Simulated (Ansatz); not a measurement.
Start from `N=C=N` and change one atom or group to get `N=C=N[SiH2][GaH2]`.

Ansatz, PBE0-D4/def2-TZVP geometries, multiplicity 1. Each molecule was computed in one conformer, which needn't be the lowest.

Scalar relativity is left out up to krypton.

```csv
property,`N=C=N`
LUMO energy (B3LYP/def2-TZVPP) / eV,0.35
HOMO energy (ωB97M-V/def2-TZVPP) / eV,-10.54
HOMO energy (PBE0/def2-TZVPP) / eV,-8.28
size of the dipole moment (ωB97M-V/def2-TZVPP) / D,2.06
HOMO energy (B3LYP/def2-TZVPP) / eV,-8.04
LUMO energy (PBE/def2-TZVPP) / eV,-0.34
```

What does the change do to each property? (Estimate.)

Computed: 
| property | `N=C=N[SiH2][GaH2]` | shift |
| --- | --- | --- |
| LUMO energy (B3LYP/def2-TZVPP) / eV | -2.51 | -2.86 |
| HOMO energy (ωB97M-V/def2-TZVPP) / eV | -9.12 | 1.42 |
| HOMO energy (PBE0/def2-TZVPP) / eV | -7.09 | 1.19 |
| size of the dipole moment (ωB97M-V/def2-TZVPP) / D | 1.59 | -0.47 |
| HOMO energy (B3LYP/def2-TZVPP) / eV | -6.90 | 1.14 |
| LUMO energy (PBE/def2-TZVPP) / eV | -3.04 | -2.70 |

With PBE0 the HOMO rises by 1.19 eV and the LUMO falls by 2.94 eV, so the gap narrows by about 4.13 eV. PBE moves the HOMO by 0.93 eV and ωB97M-V by 1.42 eV. The zero-point energy changes by 56.3 kJ/mol with +15 modes. Dipoles are sizes alone; their direction can turn.

B3LYP here is the variant with VWN-RPA as its local correlation; programs differ in this.
